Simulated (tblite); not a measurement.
Run record: tight-binding relaxation, `CC[C@H](C)BOC`.

Computed with GFN2-xTB geometry optimisation, gas phase (tblite 0.8.0). Start geometry: from a force field or distance geometry. A driver script takes a list of jobs; this job's settings line and coordinates (Å) are shown.

Command:
```bash
OMP_NUM_THREADS=1 python probes_run.py task.json out
```

Input:
```
{"job": {"kind": "relax", "xc": "GFN2-xTB", "basis": "xTB"}, "charge": 0, "multiplicity": 1}
C     -2.249200     1.074100     0.485100
C     -1.759000    -0.306100     0.073100
C     -0.277800    -0.296400    -0.391100
C      0.084900    -1.628000    -1.040400
B      0.721000     0.023300     0.820300
O      1.556300     1.234000     0.778500
C      2.797200     0.909500     0.187700
H     -2.143000     1.793000    -0.355900
H     -1.689800     1.457000     1.363800
H     -3.336100     1.014300     0.765000
H     -1.878000    -1.012000     0.938000
H     -2.407300    -0.680500    -0.740600
H     -0.171300     0.498300    -1.158100
H      1.140600    -1.616600    -1.397200
H     -0.573600    -1.829100    -1.903200
H     -0.031700    -2.465100    -0.289400
H      0.762700    -0.688300     1.755500
H      3.429600     1.810800     0.179700
H      2.671800     0.583300    -0.861300
H      3.347600     0.135200     0.787400
```

Output:
```
step      E/eV     max force
  0    -615.75126    2.195
  1    -615.92330    1.333
  2    -615.99044    0.687
  3    -616.00914    0.480
  4    -616.02683    0.249
  5    -616.03298    0.238
  6    -616.04824    0.239
  7    -616.05650    0.224
  8    -616.06573    0.226
  9    -616.07320    0.202
... (106 lines left out)
116    -616.86081    0.025
117    -616.86092    0.025
118    -616.86104    0.031
119    -616.86118    0.028
120    -616.86131    0.027
121    -616.86139    0.025
122    -616.86145    0.022
123    -616.86149    0.015
124    -616.86153    0.014
125    -616.86156    0.009
```

«max force» is the largest atomic force in eV/Å.

From which step on does the largest force stay under 0.1 eV/Å, and how much energy is left to gain from there?

From step 50 (0.099 eV/Å), 23.5 meV above the end.

Summary of the converged run: energy lowered by 25.6 kcal/mol over 125 steps; largest atomic force 0.009 eV/Å at the end.

Where do the atoms end?

0.411 Å rms from the input after alignment:
```
atom  x, y, z in Å
C1    -2.1360    1.1157    0.4693
C2    -1.7106   -0.2549   -0.0433
C3    -0.2009   -0.3244   -0.3068
C4     0.1541   -1.6877   -0.9218
B5     0.6709   -0.1179    1.0292
O6     1.8833    0.4135    1.0970
C7     2.6537    0.9270    0.0398
H8    -1.9023    1.8876   -0.2615
H9    -1.6119    1.3507    1.3928
H10   -3.2065    1.1394    0.6612
H11   -1.9806   -1.0151    0.6923
H12   -2.2536   -0.4780   -0.9666
H13    0.0251    0.4412   -1.0598
H14    1.2145   -1.7441   -1.1595
H15   -0.4130   -1.8584   -1.8360
H16   -0.0785   -2.4872   -0.2219
H17    0.2712   -0.4925    2.0696
H18    2.9101    1.9637    0.2712
H19    2.1306    0.8879   -0.9174
H20    3.5754    0.3442   -0.0308
```

Hardware: Arm Neoverse N1, one thread, on a shared host. Cost: 1.2 s wall.
Labels such as C1 count atoms from 1, the log's own numbers from 0.
